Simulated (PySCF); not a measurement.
Cl2Hg, SMILES [Cl][Hg][Cl] (connectivity only; charge and spin as stated), charge -1, multiplicity 2.

Geometry: PBE-D3(BJ)/def2-SVPD. The multiplicity is an assumed one; other spin states were not compared. The isomer is the one that the SMILES or the coordinates give; other isomers of the formula were not compared. The def2 effective core potentials stand for the cores of Hg; spin–orbit coupling is left out.

These are PBE/def2-TZVPD (PySCF) values and carry that method's errors.

Gas-phase values at a fixed geometry.

Problem. Estimate the frontier levels, dipole moment and polarisability. (An estimate is asked for; the answer gives what the named calculation found.)

Solution. 
```yaml
"α spin, highest occupied and lowest empty level": -0.46 and 2.71 eV
"β spin, highest occupied and lowest empty level": -2.22 and 0.02 eV
dipole_moment_about_the_centre_of_nuclear_charge: 0.80 D
mean_static_polarisability: 107.8 bohr³ (15.97 Å³)
polarisability_principal_values: 68.8, 69.7, 184.9 bohr³
"⟨S²⟩": 0.751 (pure state 0.75)
```
